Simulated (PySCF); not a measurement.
A structure optimised at PBE-D3(BJ)/def2-SVP, used in a PySCF frequency run:

```xyz
5

Mo     0.0694    -0.2488     0.0000
O      0.8039     0.4761    -1.3146
O      0.8039     0.4761     1.3146
O     -1.6783     0.2350     0.0000
H     -2.3505     0.9543     0.0000
```
Charge +1, spin multiplicity 1.

Q: Write its SMILES, formula and point group.

A: [O]=[Mo+](=[O])[OH], HMoO3, Cs

Q: What are its rotational constants (standard atomic weights)?

A: 7.2087, 5.8364, 3.9769 GHz
